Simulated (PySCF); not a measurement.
Computed with PySCF 2.14.0 with ωB97X-D3(BJ)/def2-TZVP // PBE0-D3(BJ)/def2-TZVP. Gas-phase values, no solvent. 

Reference species (SMILES): `[BH2]` (neutral, multiplicity 2).

```json
{
  "dipole_moment": "0.54 D"
}
```

Changed species: `C=[SiH][S]` (radical fragment; the reference has radical fragment).

Question: What does the change do to the dipole moment?

Answer: the dipole moment goes up by 3.16 D, to 3.70 D.
